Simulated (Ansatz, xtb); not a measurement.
**Isomers of C2H10B3N in order of energy**

4 gas-phase structures of C2H10B3N, from a drawn sample of its isomers (lower ones may exist). Each was relaxed with GFN2-xTB; where two conformers were screened, the lower at r2SCAN-D4/def2-SVP is listed:

A. `BNBB(C)C`, a singlet
B. `BN(B)B(C)C`, a singlet
C. `BN(B)CBC`, a singlet
D. `BBNB(C)C`, a singlet

Task: Estimate their order in r2SCAN-D4/def2-SVP energy at these geometries, lowest first.

Result: Calculated order at r2SCAN-D4/def2-SVP: B (0.0), D (15.5), A (17.3), C (32.4) kcal/mol.

Energies above the lowest of each column, in kcal/mol; the last columns are at B3LYP-D3(BJ)/def2-SVP geometries and were run for some of them only (a dash: not run or not comparable):

```tsv
structure	GFN2-xTB	HF/STO-3G	r2SCAN-D4/def2-SVP	B3LYP-D3(BJ)/def2-SVP	CCSD(T)/def2-SVP + ΔMP2/def2-TZVPP
B	0.0	0.0	0.0	0.0	0.0
D	26.6	26.8	15.5	17.7	18.4
A	27.0	24.0	17.3	18.6	–
C	14.6	31.4	32.4	–	–
```

Every level run on B puts it lowest or level with the lowest. Some further structures that were screened fall inside this span and aren't listed. Flexible structures stand in one conformer each, not always the lowest. Frequencies (GFN2-xTB) were run for B, D alone. ΔMP2 is the change of the MP2 energy from the smaller to the larger basis.

Over these structures GFN2-xTB departs from r2SCAN-D4/def2-SVP by 9.6 kcal/mol on average once a common shift is removed. A GFN2-xTB relaxation took about 0.17 s and the r2SCAN-D4/def2-SVP energy about 1.6 s on a shared host (Ansatz 0.2.0, xtb 6.7.1).
